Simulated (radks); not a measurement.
Problem. Ionisation of the iron ion Fe2+, [Ar] 3d6, to [Ar] 3d5 as the strength of local exchange is varied. All-electron calculation, scalar-relativistic Kohn-Sham, Slater X-alpha exchange (alpha = 2/3 is LDA exchange), no correlation, spin-polarised, spherical densities, finite nucleus; open shells are filled with parallel spins first; Fermi nuclear charge, rms radius 3.7377 fm. Program: a radial shooting solver on a logarithmic mesh with Libxc functionals.

alpha  E(Fe2+) (hartree)  exchange (hartree)  IE (eV)  -e of the level emptied (eV)  <r> of it (bohr)
0.632        -1264.64181           -48.10317   28.986                   21.262 (3d)             1.133
0.667        -1267.31029           -50.87556   29.558                   21.770 (3d)             1.123
0.764        -1274.73552           -58.61770   31.200                   23.239 (3d)             1.096
0.86         -1282.12708           -66.36447   32.906                   24.783 (3d)             1.071
0.977        -1291.19301           -75.91875   35.092                   26.783 (3d)             1.042
?            -1275.65713           -59.58146   31.409                   23.427 (3d)             1.093

Which alpha was used in the last row?

Solution. alpha = 0.776. NIST Atomic Spectra Database: 30.65 eV (measured). The Delta-SCF value meets it near alpha = 0.73. Open shells are spherical and high-spin; term and fine-structure splittings are not resolved.
